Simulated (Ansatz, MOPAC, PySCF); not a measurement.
Pair of molecules: CH3F (SMILES CF) (first 5 atoms) with CH6Si (SMILES C[SiH3]); geometry from B3LYP-D3(BJ)/def2-TZVP, rigid monomers moved along the line of their centres of mass till F2···Si7 is 3.77 Å.
(charge 0, multiplicity 1):
```
atom    x (Å)    y (Å)    z (Å)
----  -------  -------  -------
C     -0.6817   0.4925  -0.3017
F      0.3161  -0.2714   0.2995
H     -0.4888   0.5315  -1.3741
H     -1.6455   0.0230  -0.1049
H     -0.6574   1.4946   0.1264
C      1.0988  -0.9996   4.0205
Si    -0.3045   0.2400   3.9820
H      1.9637  -0.5909   4.5462
H      1.4015  -1.2559   3.0051
H      0.7946  -1.9147   4.5319
H     -0.7253   0.5958   5.3613
H     -1.4887  -0.3096   3.2773
H      0.1013   1.4919   3.2974
```

Monomers are frozen at their geometry in the pair; levels with a basis set take the counterpoise correction. Rows marked so take none.

Rows in 6-31G* carry no dispersion term and start afresh at each structure (6-31G* with six Cartesian d functions). The state that PM7 reach isn't checked; PM7 holds dispersion and hydrogen-bond terms.

The values were computed with Ansatz (Gaussian orbitals); MOPAC for PM7 (differences of heats of formation); PySCF for 6-31G* rows. Each number belongs to the level named beside it.

Task: One of these levels gives -1.18 kcal/mol for the interaction energy. Which?
(A) BP86/6-31G* (no counterpoise)
(B) PM7
(C) r2SCAN/def2-TZVPPD

Result: C, r2SCAN/def2-TZVPPD. The others give -0.66 (PM7), -1.58 (BP86/6-31G* (no counterpoise))

Ansatz is a quantum-chemistry and plane-wave program.
